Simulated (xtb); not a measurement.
xtb input (GFN2-xTB):

```bash
xtb mol.xyz --gfn 2 --ohess tight --chrg -1 --uhf 0
```
mol.xyz:
```
5

Si    -0.06010471    -0.02182299    -0.02748101
O      1.55879035     0.01640775     0.53000765
H     -0.20936505    -1.17434675    -0.96405637
H     -0.99984628    -0.08929100     1.09539759
H     -0.31910967     1.25196389    -0.74379011
```

End of the output:

```
optimized geometry written to: xtbopt.xyz

           -------------------------------------------------
          | TOTAL ENERGY               -7.579054239018 Eh   |
          | TOTAL ENTHALPY             -7.551070403994 Eh   |
          | TOTAL FREE ENERGY          -7.577968544517 Eh   |
          | GRADIENT NORM               0.000094042539 Eh/α |
          | HOMO-LUMO GAP               7.531343166066 eV   |
           -------------------------------------------------

------------------------------------------------------------------------
------------------------------------------------------------------------
 total:
 SCF:
 ANC optimizer:
 analytical hessian:
```

It need not be the lowest isomer of its formula. Whether it binds its extra electron was not tested at this geometry.
